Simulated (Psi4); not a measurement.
Input for Psi4: SAPT0/aug-cc-pVDZ on CH6GeO2 (a complex), monomers drawn apart or pushed together.

```
memory 2025 MB

molecule dimer {
0 1
Ge   -0.28487261    0.14269139    0.13678956
H    -0.81388557   -0.21854167   -1.26177694
H    -0.68262781    1.57598804    0.49631305
H     1.23215911   -0.05081856    0.19211862
H    -0.95349594   -0.83098348    1.13506136
--
0 1
O     0.81775909    0.91156018    3.00472423
C     0.39418447    0.24900126    3.91014624
O    -0.47874550   -0.75952023    3.79034916
H     0.66783892    0.38221026    4.96455866
H    -0.70356592   -0.85438637    2.84591274
units angstrom
symmetry c1
no_reorient
no_com
}

set {
  basis aug-cc-pVDZ
  scf_type df
  freeze_core true
}

energy('sapt0')
```

It printed:

```
[...]
==> Input File <==

--------------------------------------------------------------------------
memory 2025 MB

molecule dimer {
0 1
Ge   -0.28487261    0.14269139    0.13678956
H    -0.81388557   -0.21854167   -1.26177694
H    -0.68262781    1.57598804    0.49631305
H     1.23215911   -0.05081856    0.19211862
H    -0.95349594   -0.83098348    1.13506136
--
0 1
O     0.81775909    0.91156018    3.00472423
C     0.39418447    0.24900126    3.91014624
O    -0.47874550   -0.75952023    3.79034916
H     0.66783892    0.38221026    4.96455866
H    -0.70356592   -0.85438637    2.84591274
units angstrom
symmetry c1
no_reorient
no_com
}

set {
  basis aug-cc-pVDZ
  scf_type df
  freeze_core true
}

energy('sapt0')
--------------------------------------------------------------------------


   => Loading Basis Set <=

    Name: AUG-CC-PVDZ
    Role: ORBITAL
    Keyword: BASIS
    atoms 1         entry GE         line  2999 file aug-cc-pvdz.gbs
    atoms 2-5, 9-10 entry H          line    40 file aug-cc-pvdz.gbs
    atoms 6, 8      entry O          line   254 file aug-cc-pvdz.gbs
    atoms 7         entry C          line   182 file aug-cc-pvdz.gbs

   => Loading Basis Set <=

    Name: AUG-CC-PVDZ
    Role: ORBITAL
    Keyword: BASIS
    atoms 1         entry GE         line  2999 file aug-cc-pvdz.gbs
    atoms 2-5, 9-10 entry H          line    40 file aug-cc-pvdz.gbs
    atoms 6, 8      entry O          line   254 file aug-cc-pvdz.gbs
    atoms 7         entry C          line   182 file aug-cc-pvdz.gbs


  //>>>>>>>>>>>>>>>>>>>>>>>>>>>>>>>>>>>//
  //              Dimer HF             //
  //<<<<<<<<<<<<<<<<<<<<<<<<<<<<<<<<<<<//

   => Libint2 <=

    Primary   basis highest AM E, G, H:  7, 6, 3
    Auxiliary basis highest AM E, G, H:  7, 7, 4
    Onebody   basis highest AM E, G, H:  -, -, -
    Solid Harmonics ordering:            Gaussian


   => Loading Basis Set <=

    Name: AUG-CC-PVDZ
    Role: ORBITAL
    Keyword: BASIS
    atoms 1         entry GE         line  2999 file aug-cc-pvdz.gbs
    atoms 2-5, 9-10 entry H          line    40 file aug-cc-pvdz.gbs
    atoms 6, 8      entry O          line   254 file aug-cc-pvdz.gbs
    atoms 7         entry C          line   182 file aug-cc-pvdz.gbs


         ---------------------------------------------------------
                                   SCF
               by Justin Turney, Rob Parrish, Andy Simmonett
                          and Daniel G. A. Smith
                              RHF Reference
                        1 Threads,   1931 MiB Core
         ---------------------------------------------------------

  ==> Geometry <==

    Molecular point group: c1
    Full point group: C1

    Geometry (in Angstrom), charge = 0, multiplicity = 1:

       Center              X                  Y                   Z               Mass
    ------------   -----------------  -----------------  -----------------  -----------------
         GE          -0.284872610000     0.142691390000     0.136789560000    73.921177761000
         H           -0.813885570000    -0.218541670000    -1.261776940000     1.007825032230
         H           -0.682627810000     1.575988040000     0.496313050000     1.007825032230
         H            1.232159110000    -0.050818560000     0.192118620000     1.007825032230
         H           -0.953495940000    -0.830983480000     1.135061360000     1.007825032230
         O            0.817759090000     0.911560180000     3.004724230000    15.994914619570
         C            0.394184470000     0.249001260000     3.910146240000    12.000000000000
         O           -0.478745500000    -0.759520230000     3.790349160000    15.994914619570
         H            0.667838920000     0.382210260000     4.964558660000     1.007825032230
         H           -0.703565920000    -0.854386370000     2.845912740000     1.007825032230

  Running in c1 symmetry.

  Rotational constants: A =      0.31131  B =      0.02774  C =      0.02634 [cm^-1]
  Rotational constants: A =   9332.92065  B =    831.67712  C =    789.65773 [MHz]
  Nuclear repulsion =  244.056820323153914

  Charge       = 0
  Multiplicity = 1
  Electrons    = 60
  Nalpha       = 30
  Nbeta        = 30

  ==> Algorithm <==

  SCF Algorithm Type is DF.
  DIIS enabled.
  MOM disabled.
  Fractional occupation disabled.
  Guess Type is SAD.
  Energy threshold   = 1.00e-08
  Density threshold  = 1.00e-08
  Integral threshold = 1.00e-12

  ==> Primary Basis <==

  Basis Set: AUG-CC-PVDZ
    Blend: AUG-CC-PVDZ
    Number of shells: 71
    Number of basis functions: 159
    Number of Cartesian functions: 168
    Spherical Harmonics?: true
    Max angular momentum: 2

   => Loading Basis Set <=

    Name: (AUG-CC-PVDZ AUX)
    Role: JKFIT
    Keyword: DF_BASIS_SCF
    atoms 1         entry GE         line  1047 file aug-cc-pvdz-jkfit.gbs
    atoms 2-5, 9-10 entry H          line    70 file aug-cc-pvdz-jkfit.gbs
    atoms 6, 8      entry O          line   270 file aug-cc-pvdz-jkfit.gbs
 
[...]
Energy =             70.2722683566375679
    One-Electron Energy =                -398.0391122735928775
    Two-Electron Energy =                 138.9694867569777159
    Total Energy =                       -188.7973571599775653

Computation Completed


Properties will be evaluated at   0.000000,   0.000000,   0.000000 [a0]

Properties computed using the SCF density matrix


 Multipole Moments:

 ------------------------------------------------------------------------------------
     Multipole            Electronic (a.u.)      Nuclear  (a.u.)        Total (a.u.)
 ------------------------------------------------------------------------------------

 L = 1.  Multiply by 2.5417464519 to convert [e a0] to [Debye]
 Dipole X            :         -9.8867478            9.5270326           -0.3597152
 Dipole Y            :         -4.7150289            4.2294925           -0.4855364
 Dipole Z            :       -161.4788200          161.8209066            0.3420866
 Magnitude           :                                                    0.6943802

 ------------------------------------------------------------------------------------

  Constructing Basis Sets for SAPT...

   => Loading Basis Set <=

    Name: (AUG-CC-PVDZ AUX)
    Role: RIFIT
    Keyword: DF_BASIS_SAPT
    atoms 1         entry GE         line   760 file aug-cc-pvdz-ri.gbs
    atoms 2-5, 9-10 entry H          line    30 file aug-cc-pvdz-ri.gbs
    atoms 6, 8      entry O          line   204 file aug-cc-pvdz-ri.gbs
    atoms 7         entry C          line   112 file aug-cc-pvdz-ri.gbs

   => Loading Basis Set <=

    Name: (AUG-CC-PVDZ AUX)
    Role: JKFIT
    Keyword: DF_BASIS_ELST
    atoms 1         entry GE         line  1047 file aug-cc-pvdz-jkfit.gbs
    atoms 2-5, 9-10 entry H          line    70 file aug-cc-pvdz-jkfit.gbs
    atoms 6, 8      entry O          line   270 file aug-cc-pvdz-jkfit.gbs
    atoms 7         entry C          line   154 file aug-cc-pvdz-jkfit.gbs


  //>>>>>>>>>>>>>>>>>>>>>>>>>>>>>>>>>>>//
  //               SAPT0               //
  //<<<<<<<<<<<<<<<<<<<<<<<<<<<<<<<<<<<//



        SAPT0
    Ed Hohenstein
     6 June 2009

      Orbital Information
  --------------------------
    NSO        =       159
    NMO        =       159
    NRI        =       484
    NRI (Elst) =       644
    NOCC A     =        18
    NOCC B     =        12
    FOCC A     =         9
    FOCC B     =         3
    NVIR A     =       141
    NVIR B     =       147

    Elst10,r            =    -0.007812927670 [Eh]
    Exch10              =     0.015168275006 [Eh]
    Exch10 (S^2)        =     0.015049674428 [Eh]

    Maxiter = 50
    CPHF R converge = 1.000000E-08

    Iter     Energy [mEh]          dE [mEh]         Residual      Time [s]
       1      -4.95473704       4.954737036     1.145950e-02             0
       2      -6.43487290       1.480135865     2.434451e-03             0
       3      -6.43367007      -0.001202833     7.683912e-04             0
       4      -6.41624282      -0.017427245     1.215783e-04             0
       5      -6.41762417       0.001381348     2.119337e-05             0
       6      -6.41794524       0.000321072     4.105493e-06             0
       7      -6.41783789      -0.000107358     6.347859e-07             0
       8      -6.41784873       0.000010841     8.127615e-08             0
       9      -6.41784790      -0.000000824     9.097540e-09             0

    CHF Iterations converged

    Maxiter = 50
    CPHF R converge = 1.000000E-08

    Iter     Energy [mEh]          dE [mEh]         Residual      Time [s]
       1      -2.74839107       2.748391071     7.071420e-03             0
       2      -3.33452407       0.586132995     2.011697e-03             0
       3      -3.34299378       0.008469712     8.264876e-04             0
       4      -3.32790412      -0.015089653     2.882614e-04             0
       5      -3.32726904      -0.000635086     1.230508e-04             0
       6      -3.32896743       0.001698395     4.676254e-05             0
       7      -3.32906323       0.000095796     1.594876e-05             0
       8      -3.32884502      -0.000218206     3.869983e-06             0
       9      -3.32884660       0.000001582     1.018735e-06             0
      10      -3.32885811       0.000011503     2.259096e-07             0
      11      -3.32885549      -0.000002619     3.834134e-08             0
      12      -3.32885561       0.000000118     1.007474e-08             0
      13      -3.32885566       0.000000059     2.155128e-09             0

    CHF Iterations converged

    Ind20,r (A<-B)      =    -0.006417847903 [Eh]
    Ind20,r (B<-A)      =    -0.003328855665 [Eh]
    Ind20,r             =    -0.009746703568 [Eh]
    Exch-Ind20,r (A<-B) =     0.003452195205 [Eh]
    Exch-Ind20,r (B<-A) =     0.002924844498 [Eh]
    Exch-Ind20,r        =     0.006377039703 [Eh]
    Disp20              =    -0.006995657889 [Eh]
    Disp20 (SS)         =    -0.003497828945 [Eh]
    Disp20 (OS)         =    -0.003497828945 [Eh]
    Exch-Disp20         =     0.001008860429 [Eh]
    Exch-Disp20 (SS)    =     0.000623716094 [Eh]
    Exch-Disp20 (OS)    =     0.000385144335 [Eh]

    SAPT Results
  --------------------------------------------------------------------------------------------------------
    Electrostatics                 -7.81292767 [mEh]      -4.90268613 [kcal/mol]     -20.51283877 [kJ/mol]
      Elst10,r                     -7.81292767 [mEh]      -4.90268613 [kcal/mol]     -20.51283877 [kJ/mol]

    Exchange                       15.16827501 [mEh]       9.51823627 [kcal/mol]      39.82430054 [kJ/mol]
      Exch10                       15.16827501 [mEh]       9.51823627 [kcal/mol]      39.82430054 [kJ/mol]
      Exch10(S^2)                  15.04967443 [mEh]       9.44381328 [kcal/mol]      39.51291477 [kJ/mol]

    Induction                      -5.19139357 [mEh]      -3.25764865 [kcal/mol]     -13.63000194 [kJ/mol]
      Ind20,r                      -9.74670357 [mEh]      -6.11614883 [kcal/mol]     -25.58996669 [kJ/mol]
      Exch-Ind20,r                  6.37703970 [mEh]       4.00165283 [kcal/mol]      16.74291543 [kJ/mol]
      delta HF,r (2)               -1.82172970 [mEh]      -1.14315265 [kcal/mol]      -4.78295068 [kJ/mol]

    Dispersion                     -5.98679746 [mEh]      -3.75677212 [kcal/mol]     -15.71833457 [kJ/mol]
      Disp20                       -6.99565789 [mEh]      -4.38984160 [kcal/mol]     -18.36709726 [kJ/mol]
      Exch-Disp20                   1.00886043 [mEh]       0.63306948 [kcal/mol]       2.64876269 [kJ/mol]
      Disp20 (SS)                  -3.49782894 [mEh]      -2.19492080 [kcal/mol]      -9.18354863 [kJ/mol]
      Disp20 (OS)                  -3.49782894 [mEh]      -2.19492080 [kcal/mol]      -9.18354863 [kJ/mol]
      Exch-Disp20 (SS)              0.62371609 [mEh]       0.39138776 [kcal/mol]       1.63756638 [kJ/mol]
      Exch-Disp20 (OS)              0.38514433 [mEh]       0.24168172 [kcal/mol]       1.01119631 [kJ/mol]

  Total HF                          2.16395377 [mEh]       1.35790149 [kcal/mol]       5.68145983 [kJ/mol]
  Total SAPT0                      -3.82284369 [mEh]      -2.39887063 [kcal/mol]     -10.03687473 [kJ/mol]

  Special recipe for scaled SAPT0 (see Manual):
    Electrostatics sSAPT0          -7.81292767 [mEh]      -4.90268613 [kcal/mol]     -20.51283877 [kJ/mol]
    Exchange sSAPT0                15.16827501 [mEh]       9.51823627 [kcal/mol]      39.82430054 [kJ/mol]
    Induction sSAPT0               -5.03943749 [mEh]      -3.16229477 [kcal/mol]     -13.23104130 [kJ/mol]
    Dispersion sSAPT0              -5.96275770 [mEh]      -3.74168695 [kcal/mol]     -15.65521820 [kJ/mol]
  Total sSAPT0                     -3.64684786 [mEh]      -2.28843158 [kcal/mol]      -9.57479773 [kJ/mol]
  --------------------------------------------------------------------------------------------------------



*** Psi4 exiting successfully. Buy a developer a beer!
```

The run finished.

Cost: very roughly 11 core-seconds.
